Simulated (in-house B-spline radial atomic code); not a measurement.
**One electron outside the [Ar] 3d10 core: the iridium ion Ir⁴⁸⁺**

Computed with a B-spline radial code for spherical atoms, no-pair Dirac-Coulomb Hamiltonian, finite nucleus. Rungs: frozen-core Dirac-Hartree-Fock (DHF); Brueckner orbitals from the second-order correlation potential; the same with the Coulomb interaction screened by the core and the hole-particle interaction summed; Breit and QED terms from differences of relaxed Dirac-Fock atoms, where computed. Partial waves beyond l = 6 are extrapolated. The tables show a selection of states; those near core-excited levels, with erratic corrections or far from their DHF start are never shown.

Removal energies (eV):

```json
{"state": "4s1/2", "DHF": "2724.81", "second order": "2726.81", "screened": "2726.71", "Breit + QED": "-3.9", "final": "2722.82"}
{"state": "4p1/2", "DHF": "2619.33", "second order": "2621.47", "screened": "2621.37", "Breit + QED": "-3.58", "final": "2617.79"}
{"state": "4p3/2", "DHF": "2493.25", "second order": "2495.07", "screened": "2494.99", "Breit + QED": "-2.26", "final": "2492.74"}
{"state": "4d3/2", "DHF": "2331.71", "second order": "?", "screened": "?", "Breit + QED": "?", "final": "?"}
{"state": "4d5/2", "DHF": "2304.65", "second order": "2306.63", "screened": "2306.55", "Breit + QED": "-1.01", "final": "2305.55"}
{"state": "4f5/2", "DHF": "2133.03", "second order": "2135.01", "screened": "2134.96", "Breit + QED": "-", "final": "-"}
{"state": "4f7/2", "DHF": "2125.74", "second order": "?", "screened": "?", "Breit + QED": "?", "final": "?"}
{"state": "5s1/2", "DHF": "1635.56", "second order": "1636.6", "screened": "1636.54", "Breit + QED": "-1.78", "final": "1634.76"}
{"state": "5p1/2", "DHF": "1584.22", "second order": "1585.33", "screened": "1585.26", "Breit + QED": "-1.65", "final": "1583.61"}
{"state": "5p3/2", "DHF": "1524.82", "second order": "1525.82", "screened": "1525.76", "Breit + QED": "-1.05", "final": "1524.7"}
{"state": "5d3/2", "DHF": "1447.63", "second order": "1448.72", "screened": "1448.65", "Breit + QED": "-0.724", "final": "1447.93"}
{"state": "5d5/2", "DHF": "1434.47", "second order": "1435.49", "screened": "1435.43", "Breit + QED": "-0.46", "final": "1434.97"}
{"state": "5f5/2", "DHF": "1358.17", "second order": "1359.01", "screened": "1358.97", "Breit + QED": "-", "final": "-"}
{"state": "5f7/2", "DHF": "1354.02", "second order": "1354.83", "screened": "1354.79", "Breit + QED": "-", "final": "-"}
```

Problem. What does correlation do to 4f7/2?

Solution. It adds 1.886 eV to the removal energy in second order and 1.835 eV with screening, giving 2127.57 eV before Breit and QED terms, which weren't computed for this state.

Problem. What does correlation do to 4d3/2?

Solution. It adds 2.113 eV to the removal energy in second order and 2.026 eV with screening; Breit and QED add -1.52 eV, for a final 2332.21 eV.

Problem. How does the lowest state compare with the NIST ionisation energy?

Solution. 4s1/2 is bound by 2722.8 eV, without recoil; NIST lists 2720.4 ± 1.4 eV (semi-empirical), a difference of +2.4 eV.

Electric-dipole lines from 4s1/2 (reduced matrix elements in atomic units, length form, static core polarisation, sign of DHF taken positive):

```tsv
upper	DHF	+ core polarisation	+ Brueckner	λ (nm)	A (s⁻¹)
4p1/2	0.2992	0.2902	0.29	11.805	5.18e+10
4p3/2	0.4334	0.4208	0.4205	5.3887	5.72e+11
```

Magnetic hyperfine constants per unit nuclear g factor (MHz, nucleus as a uniformly magnetised ball; they apply to isotopes with nuclear spin):

| state | DHF | + core polarisation | + Brueckner |
| --- | --- | --- | --- |
| 4s1/2 | 2.035e+06 | 2.1e+06 | 2.107e+06 |
| 4p1/2 | 663700 | 686300 | 688700 |
| 4p3/2 | 70740 | 72470 | 72730 |
| 5s1/2 | 945900 | 972700 | 974600 |
| 5p1/2 | 312100 | 321400 | 322100 |
| 5p3/2 | 33820 | 34250 | 34330 |
